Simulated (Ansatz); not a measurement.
Cost and result for the atomization energy of `CCC[S][AlH2]` (14 atoms, 13 bonds).

| atom | x (Å) | y (Å) | z (Å) |
| --- | --- | --- | --- |
| C1 | -1.431 | 0.122 | 1.591 |
| C2 | -0.770 | 0.515 | 0.281 |
| C3 | -0.274 | -0.694 | -0.488 |
| S4 | 0.416 | -0.268 | -2.128 |
| Al5 | 2.492 | 0.127 | -1.640 |
| H6 | -0.736 | -0.419 | 2.239 |
| H7 | -1.778 | 1.002 | 2.137 |
| H8 | -2.296 | -0.524 | 1.420 |
| H9 | -1.469 | 1.077 | -0.346 |
| H10 | 0.075 | 1.185 | 0.473 |
| H11 | -1.097 | -1.385 | -0.689 |
| H12 | 0.473 | -1.240 | 0.091 |
| H13 | 3.452 | 0.591 | -2.806 |
| H14 | 2.944 | -0.088 | -0.135 |

Total charge 0; spin multiplicity 1. Geometry: relaxed with PBE0-D4/def2-TZVP. It is one conformer, not always the lowest. Program: Ansatz. All runs use 4 threads of an Arm Neoverse V1 on a shared host. Times are those of one run each, without the atoms' runs, and a repeat can differ threefold. Electronic energies, without spin–orbit coupling; frozen cores. CCSD(T)/CBS adds CCSD(T) − MP2 in def2-TZVPP to the MP2 limit, and its time is that of the two runs behind it. T1 = 0.010. B3LYP takes the VWN-RPA correlation (the form of Gaussian; ORCA's B3LYP/G).

CCSD(T)/CBS is a level of theory with its own doubt, some kJ/mol a heavy atom from the limit and from the frozen cores, so smaller differences don't rank the functionals.

```json
{"level": "PBE-D4/def2-TZVPP (with forces)", "functions": "303", "wall time": "3.9 s", "atomization (kJ/mol)": "5046.4", "difference from CCSD(T)/CBS": "51.6", "per bond": "4.0"}
{"level": "PBE0-D4/def2-TZVPP", "functions": "303", "wall time": "4.9 s", "atomization (kJ/mol)": "5002.6", "difference from CCSD(T)/CBS": "7.8", "per bond": "0.6"}
{"level": "r2SCAN-D4/def2-TZVPP (with forces)", "functions": "303", "wall time": "7.5 s", "atomization (kJ/mol)": "5006.0", "difference from CCSD(T)/CBS": "11.2", "per bond": "0.9"}
{"level": "B3LYP-D4/def2-TZVPP (with forces)", "functions": "303", "wall time": "8 s", "atomization (kJ/mol)": "4985.3", "difference from CCSD(T)/CBS": "-9.5", "per bond": "-0.7"}
{"level": "B2PLYP/def2-TZVPP", "functions": "303", "wall time": "8.5 s", "atomization (kJ/mol)": "4930.5", "difference from CCSD(T)/CBS": "-64.3", "per bond": "-4.9"}
{"level": "ωB97X-V/def2-TZVPP", "functions": "303", "wall time": "12 s", "atomization (kJ/mol)": "5008.0", "difference from CCSD(T)/CBS": "13.2", "per bond": "1.0"}
{"level": "ωB97M-V/def2-TZVPP (with forces)", "functions": "303", "wall time": "18 s", "atomization (kJ/mol)": "5007.9", "difference from CCSD(T)/CBS": "13.1", "per bond": "1.0"}
{"level": "MP2/def2-QZVPP", "functions": "581", "wall time": "38 s", "atomization (kJ/mol)": "4981.9", "difference from CCSD(T)/CBS": "-12.9", "per bond": "-1.0"}
{"level": "CCSD(T)/def2-TZVPP", "functions": "303", "wall time": "15 min", "atomization (kJ/mol)": "4879.2", "difference from CCSD(T)/CBS": "-115.6", "per bond": "-8.9"}
{"level": "CCSD(T)/CBS(def2)", "functions": "–", "wall time": "16 min", "atomization (kJ/mol)": "4994.8", "difference from CCSD(T)/CBS": "0.0", "per bond": "0.0"}
```

From PBE to PBE0 (25 % exact exchange), in def2-TZVPP and without D4, the atomization energy moves by −39.3 kJ/mol: exact exchange takes away binding that semilocal exchange gives to molecules. The D4 term adds +47.3 kJ/mol with B3LYP and +25.1 kJ/mol with PBE0; it sums over pairs of atoms, weighted by their polarisabilities, and B3LYP, whose exchange is more repulsive, gets the larger term. In def2-TZVPP, CCSD(T) changes the Hartree–Fock value by +1110.8 kJ/mol (the triples alone add +60.0 kJ/mol) and MP2 by +1145.7 kJ/mol; breaking electron pairs costs correlation energy, which Hartree–Fock lacks.
